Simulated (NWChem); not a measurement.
Molecule: Si2H4OF2; SMILES O[SiH2][SiH](F)F

```xyz
9

O      0.6403     2.3714     0.2721
Si    -0.5391     1.3075    -0.2433
Si     0.0544    -0.8762     0.3832
F     -0.9591    -1.9419    -0.2997
F      1.5316    -1.1652    -0.2293
H      1.5149     2.2678    -0.1152
H     -0.7323     1.3314    -1.7283
H     -1.8029     1.7171     0.4277
H      0.1159    -1.1845     1.8373
```
Atoms are numbered in this order, from 1.

All runs use the structure optimised with PBE0/def2-SVP.

Give the principal values of the shielding tensors (ppm) of O1, Si2, Si3, F4, F5 from LDA (Slater exchange, VWN5)/pcSseg-1, GIAO (NWChem), with their diamagnetic and paramagnetic parts as GIAO splits them.


```csv
atom,σ11,σ22,σ33,isotropic,diamagnetic,paramagnetic
O1,290.0,342.3,407.9,346.7,390.0,-43.3
Si2,288.9,295.0,450.8,344.9,881.4,-536.4
Si3,266.3,288.2,341.4,298.7,879.5,-580.9
F4,193.6,305.5,414.0,304.4,472.3,-168.0
F5,194.5,320.7,417.3,310.8,472.3,-161.5
```
